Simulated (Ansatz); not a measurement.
Cartesian coordinates in Å:
```
C -1.368 0.876 -0.361
C -0.015 0.313 0.052
C 0.995 1.426 0.264
Ga -0.195 -1.092 1.503
C 0.476 -0.706 -0.959
O -0.138 -1.957 -0.539
H -1.789 1.513 0.421
H -1.281 1.488 -1.271
H -2.097 0.086 -0.561
H 0.649 2.127 1.028
H 1.968 1.044 0.585
H 1.152 2.012 -0.653
H 1.138 -1.652 2.141
H -1.595 -1.452 2.124
H 0.178 -0.500 -1.995
H 1.565 -0.809 -0.913
H 0.355 -2.716 -0.864
```

The species carries charge 0 and has multiplicity 1.

(1) List the PBE0/def2-TZVPP orbital energies in eV (Ansatz). (An estimate is asked.)

Answers

(1) Ansatz gave: Occupied: -10146.16, -1252.02, -1108.20, -1108.10, -1108.10, -523.94, -279.82, -277.98, -277.80, -277.69, -150.29, -103.30, -103.03, -103.02, -29.69, -22.74, -22.34, -22.27, -22.26, -22.15, -21.90, -19.38, -19.12, -15.88, -15.13, -13.64, -12.60, -12.01, -11.57, -11.11, -10.70, -10.47, -9.67, -9.33, -8.92, -7.78, -6.65. Lowest empty: -0.42, 0.91, 1.49, 1.91, 2.24, 2.39, 2.70, 2.94.
